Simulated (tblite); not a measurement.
Species: C₅H₄FNO (charge +1 and doublet state).
Structure used (GFN2-xTB), in Å, numbered top down from 1:
```
atom  x, y, z in Å
N1     2.465    1.209   -0.041
C2     1.836    0.141    0.073
C3     0.406   -0.048    0.043
C4    -0.356   -1.216    0.087
C5    -1.690   -0.824   -0.004
C6    -1.648    0.562   -0.129
F7    -2.607    1.415   -0.239
O8    -0.411    1.032   -0.114
H9     2.144    2.168   -0.063
H10    2.417   -0.782    0.142
H11    0.016   -2.217    0.196
H12   -2.570   -1.439    0.023
```

The geometry is computed with GFN2-xTB (gas phase). This method treats the open shell by occupation alone, without spin polarisation.

Take the most abundant isotopes and a rigid rotor. The values belong to one conformer with, in the numbering `[H]/[N:1]=[CH:2]\[C+:3]1[CH:4][CH:5]=[C:6]([F:7])[O:8]1`, N1–C2–C3–C4 176°.

Problem. What are A, B and C (cm⁻¹)?

Solution. Ia = 103.62, Ib = 333.37, Ic = 436.94 u·Å²; 505379 MHz·u·Å²/I gives 4877, 1516 and 1157 MHz, that is A = 0.16268, B = 0.05057, C = 0.03858 cm⁻¹.

Problem. What kind of rotor is it?

Solution. An asymmetric top. Ray's parameter κ = (2B − A − C)/(A − C) = -0.807; −1 is the prolate and +1 the oblate limit.

Problem. What does the inertial defect say?

Solution. Not planar: Δ = Ic − Ia − Ib = -0.05 u·Å². For a rigid frame Δ = −2 Σ m c², so Σ m c² = 0.02 u·Å² lies off the ab plane: 0.00 from hydrogen and 0.02 from heavier atoms. The atom farthest from that plane is 0.06 Å away.

For this open shell read J as N, the rotation without spin; fine and hyperfine splittings come on top. Its GFN2-xTB frequencies are all real (lowest 110 cm⁻¹). Zero-point vibration and centrifugal distortion are left out.

The run took 0.26 s on one thread, Arm Neoverse V2 (aarch64), no GPU, shared host with 48 logical CPUs at a one-minute load of 28. These figures are those of the optimisation.
